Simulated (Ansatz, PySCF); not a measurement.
Process, species as SMILES: CCCCCSC → [CH2]CCCCSC + H atom (the C-H bond at the site shown breaks; other sites are not compared here)
Geometries: B3LYP-D3(BJ)/def2-TZVP minima from Ansatz (an electronic-structure program), one conformer each, not searched for the lowest. Frequencies are from Ansatz or PySCF.

Quantity: bond dissociation energy (enthalpy at 298 K, with B3LYP-D3(BJ) rigid-rotor harmonic-oscillator terms), in eV. Correlated levels leave the core frozen unless marked. Open shells are spin-unrestricted. No spin-orbit coupling. No relativistic terms. CBS marks a two-point X^-3 extrapolation of the correlation energy; Hartree-Fock from the larger set. [CCSD(T)-MP2]/basis is that difference in the basis named.

RI-MP2/CBS(cc-pV(T+d)Z,cc-pV(Q+d)Z)+[CCSD(T)-MP2]/cc-pV(T+d)Z (Ansatz) gives 4.44 eV.

### Question
Another calculation gave 4.30 eV. Which level was it?
(A) r2SCANh/def2-TZVPD (Ansatz)
(B) B2PLYP/def2-TZVPD (Ansatz)
(C) SVWN5/def2-TZVPD (Ansatz)

### Answer
B, B2PLYP/def2-TZVPD (Ansatz). The others give 4.17 (r2SCANh), 4.76 (SVWN5) eV.
